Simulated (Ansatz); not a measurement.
Relaxation of Ge₂H₈O (11 atoms, charge 0, multiplicity 1), to a largest force component of 0.03 eV/Å in at most 50 steps.

The calculation used RKS PBE0/def2-SVP (Ansatz 0.2.0).

```xyz
11
Properties=species:S:1:pos:R:3
Ge -0.367 0.107 -0.492
Ge -0.279 -0.142 3.111
H -0.754 -0.467 4.541
H 0.957 -0.998 2.794
H 0.091 1.348 3.022
H 0.663 0.292 0.635
H -0.188 1.213 -1.539
H -0.199 -1.294 -1.114
O -2.031 0.291 0.106
H -2.423 -0.538 0.396
H -1.413 -0.441 2.109
```

Task: Where does it end, and by what steps?

Result: The run converged. The force dipped under the threshold on the way, but the program's further checks kept it going. After 21 steps the energy has fallen by 0.205 eV; H10 moved furthest, 0.75 Å.

| step | energy less start (eV) | largest force component (eV/Å) | accepted |
| --- | --- | --- | --- |
| 0 | 0.0000 | 0.430 | yes |
| 1 | -0.1414 | 0.226 | yes |
| 2 | -0.1771 | 0.234 | yes |
| 3 | -0.1904 | 0.150 | yes |
| 4 | -0.1893 | 0.245 | no |
| 5 | -0.1951 | 0.050 | yes |
| 6 | -0.1971 | 0.053 | yes |
| 7 | -0.1839 | 0.891 | no |
| 8 | -0.1980 | 0.007 | yes |
| 9 | -0.1978 | 0.202 | no |
| 10 | -0.1983 | 0.027 | yes |
| 11 | -0.1986 | 0.052 | yes |
| 12 | -0.1987 | 0.118 | yes |
| 13 | -0.1990 | 0.107 | yes |
| 14 | -0.1996 | 0.060 | yes |
| 15 | -0.2002 | 0.189 | yes |
| 16 | -0.2015 | 0.122 | yes |
| 17 | -0.2024 | 0.093 | yes |
| 18 | -0.2036 | 0.148 | yes |
| 19 | -0.2042 | 0.036 | yes |
| 20 | -0.2047 | 0.013 | yes |
| 21 | -0.2051 | 0.021 | yes |

```xyz
11
Properties=species:S:1:pos:R:3
Ge -0.394 0.134 -0.887
Ge -0.316 -0.284 3.444
H -0.857 -0.602 4.846
H 1.075 -0.910 3.261
H -0.245 1.235 3.231
H 0.765 0.525 0.059
H -0.372 0.993 -2.157
H -0.293 -1.369 -1.226
O -1.960 0.504 -0.121
H -2.073 0.042 0.717
H -1.273 -0.898 2.402
```

Whether the end is a true minimum wasn't checked by a vibrational analysis.

Time of the run: 33 s on 4 threads of Arm Neoverse V2, with other jobs on the host, peak memory 0.31 GiB.
